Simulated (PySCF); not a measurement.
Work out the structure from these simulated measurements.

Formula: C2H6BClO.

| Quantity | Value |
| --- | --- |
| Polarisability | 57.8 au [PBE0/def2-SVPD] |
| UV, strongest line | among the 10 lowest singlet transitions: S3 at 7.73 eV (160 nm, f = 0.173) [TDDFT PBE0/def2-SVPD] |
| Dipole | 3.15 D [PBE0/def2-SVPD] |
| Rotational structure | rotational constants A, B, C: 6.786, 2.469, 1.853 GHz [PBE0-D3(BJ)/def2-SVP] |
| 13C NMR | chemical shifts (computed TMS as zero) by class: 55.3 (1 C), 2.9 (1 C) ppm [GIAO PBE0/pcSseg-1] |
| XPS | B1s 197.6, Cl2p3/2 205.7, C1s 290.6, C1s 292.9, O1s 539.1, Cl1s 2828.3 eV [ΔSCF SCAN, pcX-2 on the ionised atom, pcseg-1 elsewhere, spin-free X2C, 2p3/2 from a spin–orbit splitting computed afterwards within the 2p shell] |
| Valence photoelectron | vertical ionisation energy: 10.93 eV [ΔSCF PBE0/def2-SVPD] |
| Triplet | lowest triplet excitation (Tamm–Dancoff): 6.66 eV [TDA PBE0/def2-SVPD] |

The electronic properties come from PySCF, for the isolated species, density fitting. Levels stand in brackets. One conformer (not necessarily the lowest) at the PBE0-D3(BJ)/def2-SVP geometry, without solvent, vibrations or thermal averaging. Each NMR value is the plain mean over a class of atoms that symmetry, rotation or inversion makes alike.

Q: What is the compound? Reason from the data.

A: Numbering: `[CH3:1][O:2][B:3]([CH3:4])[Cl:5]`. 2 carbons fall into 2 classes; from least to most shielded: methoxy carbon [C1] (55.3 ppm), sp3 carbon bound to boron [C4] (2.9 ppm). The core levels belong to: B1s 197.6 eV, three-coordinate boron [B3]; Cl2p3/2 205.7 eV, chlorine bonded to B [Cl5]; C1s 290.6 eV, sp3 carbon bound to boron [C4]; C1s 292.9 eV, methoxy carbon [C1]; O1s 539.1 eV, boron-bound oxygen [O2]; Cl1s 2828.3 eV, chlorine bonded to B [Cl5]. By its constants the optimised geometry is an asymmetric top. Structure: `COB(C)Cl`. The assignments are read from this structure; whether some other isomer fits the data as well wasn't checked.

Conformer computed: `[CH3:1][O:2][B:3]([CH3:4])[Cl:5]`: C1–O2–B3–C4 0°.
